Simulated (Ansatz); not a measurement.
CHBrGaN, 5 atoms. Charge 0, multiplicity 1. Correlated methods include outer-core shells of Br, Ga, which these sets cover unevenly. Scalar relativity is left out up to krypton. The bonds changed during the relaxation, so this is another structure than the one it started from. All runs use 2 threads of an Intel Xeon on a shared host. Correlated methods freeze the cores.

(1) Give the basis size and wall time and peak host memory of each of these runs in Ansatz. RKS ωB97M-V/def2-SVP energy; RKS HSE06 (plane-wave form)-D4/def2-TZVPP energy; RHF-CCSD(T)/def2-SVP energy; RKS LC-ωPBE/def2-TZVPP energy; RKS r2SCANh-D4/def2-TZVPP energy; RKS PBE0-D4/def2-SVP energy; RKS PBE0-D4/def2-QZVPP energy; RHF-MP2/def2-QZVPP energy; RKS B2PLYP (frozen core)/def2-TZVPP energy; RKS ωB97M-V/def2-QZVPP energy; RKS PBE0-D4/def2-TZVP frequencies; RHF-CCSD(T)/def2-TZVPP energy. (Estimate.)

## Answers

(1) Ansatz gave: Other jobs shared the machine, so times are rough.

| level | job | functions | wall time | peak host memory (GiB) |
| --- | --- | --- | --- | --- |
| RKS PBE0-D4/def2-SVP | energy | 97 | 3.4 s | 0.22 |
| RKS HSE06 (plane-wave form)-D4/def2-TZVPP | energy | 172 | 8.5 s | 0.49 |
| RKS LC-ωPBE/def2-TZVPP | energy | 172 | 9.5 s | 0.28 |
| RKS r2SCANh-D4/def2-TZVPP | energy | 172 | 10 s | 0.48 |
| RKS ωB97M-V/def2-SVP | energy | 97 | 10 s | 0.31 |
| RKS B2PLYP (frozen core)/def2-TZVPP | energy | 172 | 14 s | 0.41 |
| RHF-CCSD(T)/def2-SVP | energy | 97 | 17 s | 0.35 |
| RKS PBE0-D4/def2-QZVPP | energy | 322 | 18 s | 1.1 |
| RKS ωB97M-V/def2-QZVPP | energy | 322 | 35 s | 1.2 |
| RHF-MP2/def2-QZVPP | energy | 322 | 49 s | 1.2 |
| RHF-CCSD(T)/def2-TZVPP | energy | 172 | 2.2 min | 1.6 |
| RKS PBE0-D4/def2-TZVP | frequencies | 164 | 3.7 min | 0.45 |

LC-ωPBE has ω = 0.4 bohr⁻¹.
